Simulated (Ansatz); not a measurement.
Basis-set series for `[F][Al-]([F])([F])[SeH2+]`. Charge 0, multiplicity 1. The geometry is a stationary point of PBE0-D4/def2-TZVP. It is one conformer, not always the lowest.

```csv
functional,basis,functions,energy (Eh),HOMO (eV),LUMO (eV)
PBE0-D4,def2-SVP,102,-2943.66238,-9.41,-1.20
PBE0-D4,def2-TZVPP,211,-2944.43024,-9.49,-1.32
ωB97M-V,def2-SVP,102,-2944.11761,-11.57,0.88
ωB97M-V,def2-TZVPP,211,-2944.89111,-11.65,0.69
```

Question: Give the rows for def2-QZVPP. (An estimate is asked.)

Answer: The calculation gave: 
```tsv
functional	basis	functions	energy (Eh)	HOMO (eV)	LUMO (eV)
PBE0-D4	def2-QZVPP	390	-2944.50718	-9.52	-1.37
ωB97M-V	def2-QZVPP	390	-2944.96477	-11.68	0.44
```

Positive LUMOs are unbound and depend on the basis. Scalar relativity is left out up to krypton.

All numbers were calculated with Ansatz.
